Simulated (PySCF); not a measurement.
A structure optimised at PBE-D3(BJ)/def2-SVP, used in a PySCF frequency run:

```xyz
9

Ge     0.3043    -0.3168     0.2486
F      0.4732     1.2860     0.9452
F      1.5622    -0.4151    -0.9695
C     -1.4331    -0.3435    -0.5961
C     -2.2122     0.7531    -0.5527
H      0.6686    -1.3489     1.3390
H     -1.7668    -1.2594    -1.1137
H     -1.8800     1.6709    -0.0393
H     -3.2068     0.7778    -1.0301
```

Write its SMILES and formula.

C=[CH][GeH]([F])[F], C2H4F2Ge

What are its rotational constants (standard atomic weights)?

5.0065, 2.6457, 2.1080 GHz
